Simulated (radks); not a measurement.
Species: the indium ion In2+. Configuration: [Kr] 4d10 5s1.

Calculated with a radial shooting solver on a logarithmic mesh with Libxc functionals: Dirac Kohn-Sham, BLYP, spin-unpolarised, spherical densities, finite nucleus; Fermi nuclear charge, rms radius 4.6156 fm.

Energy parts (eV):
total: -160078.598
kinetic: 168204.783
electron-nucleus: -387603.125
Hartree: 63675.873
exchange-correlation: -4356.129

Orbitals (lengths in bohr, moments of r in powers of bohr):
\begin{tabular}{lrrrr}
orbital & occ. & eigenvalue (eV) & <1/r> & small-component weight \\ \hline
1s1/2 & 2 & -27757.78 & 51.86 & 3.23e-02 \\
2s1/2 & 2 & -4170.312 & 12.00 & 6.82e-03 \\
2p1/2 & 2 & -3890.767 & 11.98 & 6.84e-03 \\
2p3/2 & 4 & -3679.780 & 11.19 & 6.54e-03 \\
3s1/2 & 2 & -805.6859 & 4.226 & 1.95e-03 \\
3p1/2 & 2 & -692.8386 & 4.135 & 1.90e-03 \\
3p3/2 & 4 & -654.7387 & 3.941 & 1.82e-03 \\
3d3/2 & 4 & -454.9782 & 3.785 & 1.70e-03 \\
3d5/2 & 6 & -447.1710 & 3.735 & 1.68e-03 \\
4s1/2 & 2 & -137.4484 & 1.645 & 5.17e-04 \\
4p1/2 & 2 & -100.5736 & 1.526 & 4.57e-04 \\
4p3/2 & 4 & -93.8917 & 1.463 & 4.32e-04 \\
4d3/2 & 4 & -36.8868 & 1.157 & 2.86e-04 \\
4d5/2 & 6 & -36.0119 & 1.140 & 2.80e-04 \\
5s1/2 & 1 & -23.8153 & 0.5483 & 7.50e-05 \\
\end{tabular}

The highest occupied level is 5s1/2 at -23.815 eV. The electron density at the nucleus is 1.748e+05 e/bohr^3. Summed over all electrons, <r^2> = 32.42 bohr^2, which gives a Langevin (diamagnetic) susceptibility term of -25.7 x 10^-6 cm^3/mol.
